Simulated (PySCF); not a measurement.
Molecule: SMILES CCCCS[Si@H](C)Cl, C5H13ClSSi.

Molfile (atoms numbered from 1):
```
C5H13ClSSi
     RDKit          3D

 21 20  0  0  0  0  0  0  0  0999 V2000
   -3.4132    0.5015    0.2831 C   0  0  0  0  0  0  0  0  0  0  0  0
   -2.3973   -0.6293    0.2838 C   0  0  0  0  0  0  0  0  0  0  0  0
   -1.0501   -0.2184   -0.2975 C   0  0  0  0  0  0  0  0  0  0  0  0
   -0.0391   -1.3490   -0.2723 C   0  0  0  0  0  0  0  0  0  0  0  0
    1.5791   -0.9575   -1.0383 S   0  0  0  0  0  0  0  0  0  0  0  0
    2.2986    0.5894    0.2387 Si  0  0  2  0  0  4  0  0  0  0  0  0
    4.1286    0.7545   -0.0525 C   0  0  0  0  0  0  0  0  0  0  0  0
    1.9276    0.0674    2.2237 Cl  0  0  0  0  0  0  0  0  0  0  0  0
   -3.0559    1.3578    0.8773 H   0  0  0  0  0  0  0  0  0  0  0  0
   -3.6032    0.8667   -0.7389 H   0  0  0  0  0  0  0  0  0  0  0  0
   -4.3766    0.1809    0.7071 H   0  0  0  0  0  0  0  0  0  0  0  0
   -2.7942   -1.4878   -0.2863 H   0  0  0  0  0  0  0  0  0  0  0  0
   -2.2484   -0.9951    1.3149 H   0  0  0  0  0  0  0  0  0  0  0  0
   -1.1742    0.1383   -1.3341 H   0  0  0  0  0  0  0  0  0  0  0  0
   -0.6586    0.6387    0.2781 H   0  0  0  0  0  0  0  0  0  0  0  0
   -0.4036   -2.2151   -0.8461 H   0  0  0  0  0  0  0  0  0  0  0  0
    0.1493   -1.6904    0.7571 H   0  0  0  0  0  0  0  0  0  0  0  0
    1.5911    1.8857    0.0442 H   0  0  0  0  0  0  0  0  0  0  0  0
    4.6378   -0.1965    0.1612 H   0  0  0  0  0  0  0  0  0  0  0  0
    4.5495    1.5372    0.5965 H   0  0  0  0  0  0  0  0  0  0  0  0
    4.3233    1.0289   -1.1012 H   0  0  0  0  0  0  0  0  0  0  0  0
  1  2  1  0
  2  3  1  0
  3  4  1  0
  4  5  1  0
  5  6  1  0
  6  7  1  0
  6  8  1  0
  1  9  1  0
  1 10  1  0
  1 11  1  0
  2 12  1  0
  2 13  1  0
  3 14  1  0
  3 15  1  0
  4 16  1  0
  4 17  1  0
  6 18  1  6
  7 19  1  0
  7 20  1  0
  7 21  1  0
M  END
```

Geometry PBE0-D3(BJ)/def2-SVP throughout; GIAO in PySCF 2.14.0 with density-fitted response routines, gas phase, one conformer, non-relativistic; equivalent atoms averaged; basis pcSseg-1.

**Question.** How do the shifts δ (against TMS at the same level) depend on the functional? (a selection of nuclei; ppm; last column core-seconds on shared hosts with different chips, so compare them loosely)

**Answer.** 
```
functional                    kind    C4    C1   Si6   H18   H14   H13   H12  H9/H10/H11  H19/H20/H21  core-s
       PBE                     GGA  35.3  16.6  27.1  6.16  1.31  1.22  1.19        1.02         0.58      38
      BLYP                     GGA  36.8  17.3  27.1  6.02  1.32  1.24  1.21        1.05         0.56      54
       KT3                     GGA  34.6  17.2  22.2  5.84  1.30  1.20  1.18        1.03         0.57      37
     B3LYP           global hybrid  34.6  16.8  26.7  5.78  1.28  1.17  1.14        1.04         0.56      34
      PBE0           global hybrid  32.9  16.1  26.2  5.84  1.25  1.13  1.11        1.01         0.59      38
      WP04           global hybrid  36.5  17.7  26.2  5.13  1.27  1.11  1.08        0.98         0.58      30
 BHandHLYP           global hybrid  31.8  16.2  24.4  5.46  1.23  1.09  1.08        1.03         0.57      29
 CAM-B3LYP  range-separated hybrid  32.2  15.9  27.0  5.62  1.25  1.13  1.11        1.03         0.56      41
   LC-wPBE  range-separated hybrid  28.6  15.1  26.5  5.48  1.19  1.05  1.05        0.98         0.57      72
```

**Question.** Which nucleus among those listed moves most, in ppm?

**Answer.** C4 (sp3 CH2 bonded to S): from 28.6 ppm with LC-wPBE to 36.8 ppm with BLYP. The smallest spread is 0.03 ppm, at H19/H20/H21. Proton shifts span only some 12 ppm, so a few tenths of a ppm matter as much there as several ppm in carbon.
